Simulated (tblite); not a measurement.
A tight-binding relaxation on `C#C[SiH2][C@H]([SiH3])S(C)(=O)=O`.

Computed with GFN2-xTB geometry optimisation, gas phase (tblite 0.8.0). Start geometry: from a force field or distance geometry. A driver script takes a list of jobs; this job's settings line and coordinates (Å) are shown.

Command:
```bash
OMP_NUM_THREADS=1 python probes_run.py task.json out
```

Input:
```
{"job": {"kind": "relax", "xc": "GFN2-xTB", "basis": "xTB"}, "charge": 0, "multiplicity": 1}
C      3.982600     1.247400    -0.260900
C      2.798500     1.308700    -0.532000
Si     0.974900     1.382500    -0.931300
C      0.015000     0.064100    -0.107500
Si     0.464900    -1.511800    -0.898000
S     -1.719700     0.420100    -0.271000
C     -2.568200    -0.857000     0.628100
O     -2.106100     0.317100    -1.653700
O     -1.967900     1.640200     0.472400
H      5.010600     1.207400    -0.027500
H      0.822100     1.343400    -2.413800
H      0.512500     2.725200    -0.493700
H      0.217200     0.045500     0.986000
H      0.252500    -1.540300    -2.373700
H      1.879600    -1.855700    -0.638800
H     -0.323200    -2.615400    -0.292900
H     -3.615600    -0.559100     0.723200
H     -2.129200    -0.953500     1.626500
H     -2.510100    -1.799400     0.093600
```

Output:
```
step      E/eV     max force
  0    -772.67872    2.733
  1    -772.83811    3.126
  2    -772.83518    3.661
  3    -772.93175    0.671
  4    -772.95063    0.372
  5    -772.97339    0.813
  6    -772.98640    0.345
  7    -772.99325    0.208
  8    -773.00038    0.346
  9    -773.00747    0.390
... (179 lines left out)
189    -773.11198    0.028
190    -773.11211    0.044
191    -773.11229    0.074
192    -773.11248    0.054
193    -773.11262    0.045
194    -773.11272    0.018
195    -773.11277    0.013
196    -773.11281    0.015
197    -773.11284    0.012
198    -773.11286    0.009
```

«max force» is the largest atomic force in eV/Å.

From which step on does the largest force stay under 0.1 eV/Å, and how much energy is left to gain from there?

From step 122 (0.071 eV/Å), 14.5 meV above the end.

In short: energy lowered by 10.0 kcal/mol over 198 steps; largest atomic force 0.009 eV/Å at the end.

Hardware: one thread, Arm Neoverse N1 (aarch64), no GPU, shared host with 64 logical CPUs at a one-minute load of 58. Cost: 3.7 s wall.
Labels such as C1 count atoms from 1, the log's own numbers from 0.
